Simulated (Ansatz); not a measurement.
BFH$_{4}$OSi, SMILES `FBO[SiH3]`, relaxed with RKS PBE-D4/def2-SVP in Ansatz from a rough embedded geometry. The force threshold is 0.03 eV/Å; the program also tests the step.

The species carries charge 0 and has multiplicity 1.

Start:

```xyz
8

F    -1.402    1.971    0.168
B    -0.240    1.237    0.717
O     0.842    0.741   -0.168
Si    0.315   -0.944   -0.542
H    -0.166    1.101    1.875
H     1.382   -1.481   -1.434
H     0.212   -1.727    0.661
H    -0.942   -0.898   -1.277
```

How much energy does the relaxation release, and in how many steps? (Estimate.)

The calculation gave: 27.56 kcal/mol, in 10 steps.

Which bonds change most? (Best estimate.)

Ansatz gave: F1–B2 from 1.480 to 1.334 Å; B2–O3 from 1.483 to 1.354 Å; O3–Si4 from 1.804 to 1.696 Å; Si4–H7 from 1.439 to 1.503 Å.

Give the relaxed structure. (Best estimate.)

The calculation gave: 
```xyz
8

F    -0.608    2.657    0.512
B    -0.320    1.367    0.692
O    -0.129    0.599   -0.406
Si    0.245   -1.043   -0.605
H    -0.240    0.938    1.831
H     1.544   -1.130   -1.348
H     0.363   -1.718    0.733
H    -0.854   -1.669   -1.409
```
